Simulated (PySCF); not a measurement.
C3H6BNO, SMILES CB(C)OC#N. Atoms are numbered in the order given.

```xyz
12

C      0.7009    -2.1954     0.0000
B     -0.0379    -0.8217     0.0000
C     -1.5862    -0.6015     0.0000
O      0.8044     0.3128     0.0000
C      0.3733     1.5276     0.0000
N      0.0283     2.6371     0.0000
H      0.3850    -2.7868     0.8783
H      1.7972    -2.1145     0.0000
H      0.3850    -2.7868    -0.8783
H     -1.8908    -0.0045    -0.8787
H     -2.1580    -1.5400     0.0000
H     -1.8908    -0.0045     0.8787
```
Charge 0, spin multiplicity 1.

Geometry: B3LYP-D3(BJ)/def2-SVP. The structure was generated by enumeration, and PubChem lists no compound with its InChIKey, so it may never have been made. One conformer was computed; it need not be the lowest.

Level of theory: PBE/def2-TZVP run with PySCF.

Symmetry labels are those of the subgroup Cs that the program uses (full group Cs).

List the valence orbital energies around the gap with their symmetry. (The exact figures need the calculation; the answer reports its results.)


```json
[
 {"orbital": "HOMO−7", "symmetry": "A\"", "energy (eV)": "-10.31"},
 {"orbital": "HOMO−6", "symmetry": "A\"", "energy (eV)": "-9.90"},
 {"orbital": "HOMO−5", "symmetry": "A'", "energy (eV)": "-9.80"},
 {"orbital": "HOMO−4", "symmetry": "A'", "energy (eV)": "-9.71"},
 {"orbital": "HOMO−3", "symmetry": "A'", "energy (eV)": "-8.70"},
 {"orbital": "HOMO−2", "symmetry": "A'", "energy (eV)": "-8.36"},
 {"orbital": "HOMO−1", "symmetry": "A'", "energy (eV)": "-7.61"},
 {"orbital": "HOMO", "symmetry": "A\"", "energy (eV)": "-7.59"},
 {"orbital": "LUMO", "symmetry": "A\"", "energy (eV)": "-1.87"},
 {"orbital": "LUMO+1", "symmetry": "A'", "energy (eV)": "-0.49"},
 {"orbital": "LUMO+2", "symmetry": "A'", "energy (eV)": "0.42"},
 {"orbital": "LUMO+3", "symmetry": "A'", "energy (eV)": "0.73"}
]
```
